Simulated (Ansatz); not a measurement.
Reaction (ligand exchange at the Si–Cl bond): `Cl[SiH2][SeH]` + H₂S → `S[SiH2][SeH]` + HCl

Program: Ansatz. Geometries: PBE0-D4/def2-TZVP. ΔE: electronic, gas phase. CBS: MP2 limit from def2 TZ/QZ plus the TZ coupled-cluster correction, frozen cores. This one scheme is used for every species. DFT in def2-TZVPP. B3LYP here is the variant with VWN-RPA as its local correlation; programs differ in this. HSE06 is defined as in plane-wave codes. For Se outer-core shells are correlated without core-valence functions, which leaves a few kJ/mol of doubt a bond. Scalar relativity is left out up to krypton. One conformer a species, not always the lowest.

```csv
level,ΔE (kcal/mol),difference from CCSD(T)/CBS
LDA (SPW92),6.4,-1.5
revPBE-D4,6.4,-1.5
PBE0-D4,7.0,-0.9
HSE06-D4,7.0,-0.9
PBE,6.9,-1.0
r2SCAN,7.8,-0.1
B3LYP,8.7,0.8
r2SCANh,7.9,0.0
CAM-B3LYP,9.0,1.1
LC-ωPBE,7.9,0.0
CCSD(T)/CBS,7.9,0
```

Largest T1 diagnostic among the species: 0.010.

Leaving LDA and LC-ωPBE aside and taking each functional with its dispersion term where it has one, the values, not all of them listed here, spread over 2.3 kcal/mol, from revPBE-D4 to BHLYP-D4. From BLYP to BHLYP (50 % exact exchange), in def2-TZVPP and without D4, ΔE moves by +0.9 kcal/mol.
